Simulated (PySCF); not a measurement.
**Dipole response of Sb- (antimony, charge -1)**

[Kr] 4d10 5s2 5p4, high-spin 3P determinant. Computed with PySCF 2.14 in aug-cc-pwCVTZ-DK3 with one added diffuse shell each of s, p, d, f type (11s10p8d5f1g, 125 functions), with scalar relativity by spin-free X2C-1e. Coupled (time-dependent) response in atomic units; α is the mean over directions.

```json
{"method": "UHF", "mean α (bohr³)": "156.4", "α xx, yy, zz": "116.0, 237.3, 116.0", "C₆ (like pair)": "2360", "S(−4)": "22370"}
```

S(−4) is the Cauchy moment in α(ω) = α(0) + S(−4) ω² + …

Spin-orbit coupling is absent.

α(iu) at UHF:

```tsv
u (hartree)	α(iu) (bohr³)
0	156.4
0.0500	123.7
0.100	89.41
0.200	52.35
0.300	34.36
0.500	18.09
0.750	10.23
1.00	6.750
1.50	3.784
2.00	2.529
3.00	1.425
5.00	0.6551
```

For an ion, C₆ is the dispersion term alone; charge-induced terms of lower order in 1/R come first.

The components differ because the open shell of this determinant is not spherical; for a pure term their mean is the scalar polarisability.
